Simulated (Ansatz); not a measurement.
```yaml
crystal:
  periodic: [false, false, false]
  atoms:
    - {symbol: As, position_ang: [-0.847050, 0.908580, -0.995883]}
    - {symbol: As, position_ang: [1.215960, 0.741286, 0.711336]}
    - {symbol: Se, position_ang: [-2.596506, -0.474696, -0.614454]}
    - {symbol: Se, position_ang: [1.197368, -0.406097, -1.486825]}
    - {symbol: Se, position_ang: [1.030228, -0.769063, 2.385825]}
basis:
  gaussian: {orbitals: def2-TZVPD, initial_orbitals: start.molden}
total_charge: -1
magnetization: {spin_polarized: true, initial_magnetization: 1}
hamiltonian: {xc: {name: wB97X-V}}
scf: {omitted_lower_state_checks: [starts]}
output: {orbitals: {seedname: orbitals}}
```

The file start.molden holds the orbitals of an earlier run on this structure, at another level or in another basis.

```sh
$ ansatz run in.yaml --threads 4 --pin off --events-out ev --progress --plain --max-ram 4787MiB
```

Task: Does this run fit into the memory that it is given?

Result: No. It has 279 basis functions, and Ansatz plans for 7 GiB where 5 GiB are given.
